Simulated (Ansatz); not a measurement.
Basis-set extrapolation for CH₂AlNO₂ (PBE0-D4/def2-TZVP geometry, frozen core, Ansatz). Multiplicity 1, RHF reference.

```json
{"": "HF", "def2-TZVPP": "-485.274028", "def2-QZVPP": "-485.292515"}
{"": "MP2 correlation", "def2-TZVPP": "-0.885067", "def2-QZVPP": "-0.953071"}
{"": "CCSD(T) correlation", "def2-TZVPP": "-0.931159", "def2-QZVPP": "not run"}
```

Energies in hartree. Use E(X) = E(∞) + A·exp(−7.88·√X) for Hartree–Fock and E(X) = E(∞) + B·X^(−2.97) for correlation, with X = 3 and 4, and add CCSD(T) minus MP2 of the smaller set to the MP2 limit.

Task: What is the CCSD(T) energy at the basis-set limit?

Result: HF limit: -485.292515 + (-0.018487) × 0.13774 = -485.29506. MP2 limit: -0.953071 + (-0.068004) × 0.74074 = -1.00344. Higher-order term: -0.931159 − (-0.885067) = -0.04609. Total: -486.34459 hartree, 366.0 kJ/mol below CCSD(T)/def2-TZVPP.
